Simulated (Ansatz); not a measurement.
```xyz
12

C    -0.843    0.602   -1.256
C    -0.188    0.209   -0.166
C    -0.332    0.948    1.122
Cl   -0.656   -0.186    2.475
Si    0.959   -1.263   -0.229
F     1.296   -1.533   -1.773
H    -1.529    1.447   -1.238
H    -0.712    0.102   -2.210
H    -1.152    1.666    1.098
H     0.590    1.465    1.392
H     0.341   -2.498    0.302
H     2.226   -0.959    0.482
```

The species carries charge 0 and has multiplicity 1.

(1) List the PBE/def2-TZVPP orbital energies in eV (Ansatz 0.2.0). (Best estimate.)

Results:

(1) Ansatz gave: Occupied: -2739.08, -1780.45, -659.77, -270.89, -269.54, -269.49, -249.63, -190.40, -190.12, -190.11, -138.10, -94.91, -94.81, -94.79, -29.47, -21.77, -19.64, -16.88, -14.61, -13.03, -12.01, -11.58, -11.17, -10.60, -10.54, -10.21, -9.66, -8.32, -7.96, -7.41, -7.28, -6.98. Lowest empty: -1.92, -0.66, -0.37, 0.53, 0.76, 1.37, 1.52, 2.18.
